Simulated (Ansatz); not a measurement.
Steps of a relaxation of C₂H₅FS₂Si (`FCC(=S)[SiH2]S`) with RKS PBE-D4/def2-SVP.

```sh
$ ansatz run in.yaml --threads 4 --pin off --events-out ev --progress --plain --max-ram 10444MiB
```

```yaml
crystal:
  periodic: [false, false, false]
  atoms:
    - {symbol: F, position_ang: [-2.308800, 0.194800, -0.425700]}
    - {symbol: C, position_ang: [-1.595100, 0.112600, 0.681200]}
    - {symbol: C, position_ang: [-0.334100, -0.585100, 0.370900]}
    - {symbol: S, position_ang: [0.310500, -1.903400, 1.245700]}
    - {symbol: Si, position_ang: [0.761600, 0.078500, -1.012300]}
    - {symbol: S, position_ang: [2.443500, 1.150800, -0.158100]}
    - {symbol: H, position_ang: [-1.360000, 1.124000, 1.065800]}
    - {symbol: H, position_ang: [-2.147100, -0.403400, 1.421600]}
    - {symbol: H, position_ang: [0.027800, 1.079200, -1.794400]}
    - {symbol: H, position_ang: [1.298100, -0.978700, -1.858100]}
    - {symbol: H, position_ang: [2.969200, 0.073700, 0.483900]}
basis:
  gaussian: {orbitals: def2-SVP}
hamiltonian: {xc: pbe, dispersion: d4}
relax: {f_tol: 0.03, max_steps: 200}
```

Positions (Å) and forces (eV/Å) along the path, 12 of 18 steps:

```xyz
11
step=1 energy=-34388.7456 eV
F    -2.309    0.195   -0.426   -1.717    0.463   -2.514
C    -1.595    0.113    0.681    1.400    0.381    0.893
C    -0.334   -0.585    0.371    1.970   -1.971    1.142
S     0.310   -1.903    1.246   -0.916    1.562   -0.895
Si    0.762    0.079   -1.012    0.438    0.276    0.385
S     2.443    1.151   -0.158   -0.164    0.269    0.019
H    -1.360    1.124    1.066    0.176    0.371    0.206
H    -2.147   -0.403    1.422   -0.982   -0.976    1.567
H     0.028    1.079   -1.794   -0.220    0.502   -0.376
H     1.298   -0.979   -1.858    0.075   -0.719   -0.439
H     2.969    0.074    0.484   -0.058   -0.157    0.013
11
step=3 energy=-34389.0850 eV
F    -2.303    0.331   -0.465    0.052    0.062    0.185
C    -1.579    0.089    0.696    0.039   -0.060    0.130
C    -0.263   -0.571    0.364   -0.086   -0.149    0.305
S     0.377   -1.773    1.291   -0.076    0.164   -0.105
Si    0.788    0.091   -1.085    0.040   -0.099   -0.105
S     2.422    1.156   -0.145    0.121   -0.156    0.042
H    -1.344    1.067    1.204   -0.083   -0.170   -0.144
H    -2.177   -0.532    1.414    0.099    0.110   -0.258
H     0.073    1.115   -1.928    0.122   -0.057    0.083
H     1.214   -1.100   -1.911   -0.015    0.153    0.075
H     2.859    0.070    0.585   -0.212    0.202   -0.208
11
step=4 energy=-34389.1031 eV
F    -2.285    0.358   -0.463    0.034    0.042    0.110
C    -1.578    0.085    0.700    0.009   -0.036    0.031
C    -0.260   -0.571    0.377   -0.091    0.012    0.115
S     0.383   -1.755    1.314    0.023    0.002    0.015
Si    0.790    0.085   -1.081    0.010    0.047   -0.092
S     2.425    1.163   -0.167    0.063   -0.170    0.040
H    -1.352    1.050    1.228   -0.040   -0.100   -0.062
H    -2.188   -0.550    1.388    0.052    0.057   -0.146
H     0.092    1.113   -1.925    0.021   -0.052    0.023
H     1.226   -1.096   -1.904   -0.018    0.051    0.043
H     2.814    0.060    0.554   -0.062    0.148   -0.075
11
step=7 energy=-34389.1081 eV rejected
F    -2.146    0.638   -0.444    0.045   -0.124    0.126
C    -1.611    0.061    0.701    0.048    0.391    0.122
C    -0.213   -0.447    0.469    0.000   -0.268   -0.397
S     0.505   -1.565    1.434   -0.023    0.063    0.204
Si    0.821    0.100   -1.076   -0.410    0.005    0.106
S     2.566    1.103   -0.327    0.034    0.068   -0.051
H    -1.561    0.852    1.501    0.002   -0.211   -0.140
H    -2.293   -0.742    1.074    0.136    0.016   -0.078
H     0.069    1.031   -1.973    0.104    0.179   -0.006
H     1.120   -1.145   -1.857    0.045   -0.087    0.069
H     2.808    0.058    0.519    0.020   -0.032    0.046
11
step=8 energy=-34389.1366 eV
F    -2.177    0.558   -0.462    0.015    0.007    0.012
C    -1.595    0.060    0.692   -0.035   -0.018   -0.005
C    -0.227   -0.505    0.432    0.006    0.012    0.047
S     0.480   -1.574    1.459   -0.006    0.031   -0.024
Si    0.787    0.092   -1.087    0.059    0.016   -0.004
S     2.524    1.101   -0.302   -0.006   -0.015    0.001
H    -1.484    0.892    1.430   -0.009   -0.014   -0.003
H    -2.261   -0.708    1.147    0.003   -0.003   -0.003
H     0.101    1.107   -1.949   -0.007   -0.002   -0.002
H     1.123   -1.138   -1.880   -0.015   -0.014   -0.011
H     2.795    0.058    0.541   -0.004    0.000   -0.009
11
step=9 energy=-34389.1417 eV
F    -2.162    0.582   -0.463    0.021   -0.019    0.034
C    -1.607    0.049    0.688   -0.028    0.013    0.082
C    -0.213   -0.464    0.454   -0.009   -0.057    0.002
S     0.519   -1.498    1.502   -0.027    0.062   -0.014
Si    0.793    0.104   -1.086    0.014    0.014    0.016
S     2.567    1.069   -0.334   -0.002   -0.058    0.006
H    -1.548    0.851    1.469   -0.022   -0.078   -0.072
H    -2.266   -0.759    1.085    0.070    0.068   -0.045
H     0.114    1.124   -1.947   -0.001    0.004    0.002
H     1.072   -1.146   -1.876   -0.011    0.024    0.012
H     2.796    0.031    0.530   -0.004    0.027   -0.023
11
step=11 energy=-34389.1521 eV
F    -2.143    0.567   -0.496    0.031   -0.069    0.116
C    -1.632    0.014    0.669    0.138    0.017    0.075
C    -0.179   -0.375    0.510    0.036   -0.188    0.209
S     0.614   -1.281    1.641   -0.238    0.242   -0.212
Si    0.801    0.145   -1.071    0.027    0.014   -0.029
S     2.689    0.957   -0.414   -0.105   -0.234    0.053
H    -1.703    0.769    1.498    0.001   -0.131   -0.168
H    -2.251   -0.868    0.967    0.109    0.102   -0.054
H     0.146    1.210   -1.895    0.004    0.005    0.012
H     0.922   -1.125   -1.886   -0.008    0.118    0.076
H     2.802   -0.070    0.497    0.004    0.123   -0.079
11
step=12 energy=-34389.1622 eV
F    -2.147    0.492   -0.536    0.069   -0.062    0.115
C    -1.637   -0.014    0.651    0.175   -0.068    0.157
C    -0.154   -0.320    0.536    0.040   -0.217    0.450
S     0.674   -1.120    1.731   -0.439    0.331   -0.427
Si    0.795    0.188   -1.068    0.138   -0.124   -0.041
S     2.759    0.838   -0.453   -0.106   -0.171    0.028
H    -1.780    0.744    1.471    0.034   -0.208   -0.237
H    -2.210   -0.935    0.937    0.153    0.189   -0.048
H     0.156    1.301   -1.845    0.052   -0.019    0.052
H     0.815   -1.077   -1.911   -0.047    0.199    0.098
H     2.796   -0.156    0.508   -0.070    0.149   -0.147
11
step=13 energy=-34389.1691 eV
F    -2.133    0.387   -0.590    0.122   -0.062    0.146
C    -1.633   -0.050    0.630    0.149   -0.053    0.188
C    -0.132   -0.281    0.573    0.154   -0.207    0.635
S     0.695   -0.981    1.839   -0.488    0.402   -0.687
Si    0.808    0.212   -1.042    0.086    0.053   -0.352
S     2.845    0.728   -0.542   -0.374   -0.488    0.314
H    -1.846    0.729    1.419    0.073   -0.292   -0.282
H    -2.164   -0.995    0.926    0.157    0.246   -0.039
H     0.219    1.404   -1.747   -0.025   -0.112    0.076
H     0.670   -1.014   -1.944    0.021    0.257    0.202
H     2.736   -0.195    0.499    0.125    0.257   -0.200
11
step=16 energy=-34389.2466 eV
F    -2.043    0.081   -0.706    0.030   -0.023    0.176
C    -1.572   -0.139    0.586   -0.029    0.077   -0.051
C    -0.069   -0.194    0.615   -0.135    0.026   -0.124
S     0.734   -0.647    1.965    0.132    0.008    0.045
Si    0.793    0.282   -1.056    0.288   -0.047    0.020
S     2.911    0.285   -0.670   -0.398   -0.172    0.407
H    -1.912    0.698    1.243   -0.008   -0.034   -0.047
H    -2.009   -1.080    0.989   -0.014   -0.004   -0.050
H     0.289    1.619   -1.510   -0.030    0.042    0.013
H     0.368   -0.759   -2.050   -0.007   -0.020   -0.040
H     2.575   -0.201    0.615    0.171    0.146   -0.350
11
step=17 energy=-34389.2604 eV
F    -2.058    0.116   -0.692    0.002   -0.001    0.032
C    -1.579   -0.142    0.585   -0.041    0.003   -0.016
C    -0.077   -0.180    0.609    0.039   -0.008   -0.028
S     0.741   -0.577    1.971    0.024   -0.002    0.054
Si    0.804    0.264   -1.060   -0.076    0.023   -0.034
S     2.905    0.225   -0.673   -0.005    0.002   -0.020
H    -1.936    0.659    1.275   -0.003   -0.016   -0.010
H    -1.997   -1.109    0.947    0.008    0.021   -0.016
H     0.304    1.616   -1.492    0.033   -0.023    0.008
H     0.358   -0.753   -2.075    0.024    0.009    0.007
H     2.601   -0.176    0.623   -0.006   -0.006    0.023
11
step=18 energy=-34389.2615 eV
F    -2.059    0.135   -0.684   -0.004    0.006   -0.020
C    -1.579   -0.145    0.587   -0.006   -0.003    0.021
C    -0.076   -0.172    0.613    0.022    0.007   -0.003
S     0.743   -0.540    1.984   -0.007    0.007   -0.018
Si    0.799    0.261   -1.065    0.002   -0.006    0.011
S     2.899    0.197   -0.679    0.015   -0.006    0.013
H    -1.948    0.633    1.294   -0.003   -0.007    0.000
H    -1.985   -1.126    0.924   -0.002    0.001   -0.002
H     0.322    1.619   -1.497   -0.006   -0.002    0.009
H     0.353   -0.749   -2.085   -0.008   -0.002    0.008
H     2.595   -0.171    0.629   -0.003    0.006   -0.018
```

It took 26 s on 4 threads of an Intel Xeon Platinum 8488C on a shared host, with 0.19 GiB of host memory at the peak.
